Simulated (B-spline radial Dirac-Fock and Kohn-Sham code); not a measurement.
Relativistic shifts of the levels of Ru²³⁺

System: ruthenium as Ru²³⁺ in the configuration [Ar] 3d3.

Both columns are ΔSCF binding energies of the configuration average from an atomic code on a B-spline grid: non-relativistic Hartree-Fock with a point nucleus, and Dirac-Fock with a finite nucleus and the Coulomb interaction alone, averaged over the two j levels with weights 2j+1.

| shell | Hartree-Fock (eV) | Dirac-Fock (eV) | shift (eV) | shift (%) |
| --- | --- | --- | --- | --- |
| 1s | 22537.7 | 23141.6 | +603.97 | +2.68 |
| 2s | 4028.9 | 4177.3 | +148.42 | +3.68 |
| 2p | 3789.1 | 3832.0 | +42.89 | +1.13 |
| 3s | 1348.3 | 1385.0 | +36.71 | +2.72 |
| 3p | 1252.2 | 1265.2 | +12.98 | +1.04 |
| 3d | 1112.6 | 1110.5 | -2.09 | -0.19 |

Relativity binds 1s, 2s, 2p, 3s, 3p more strongly, among those listed most of all 2s in relative terms, and 3d more weakly, because the contracted s and p shells screen the nucleus better.

Values without a named source are computed, but for edge energies of neutral atoms, which are taken from tables.
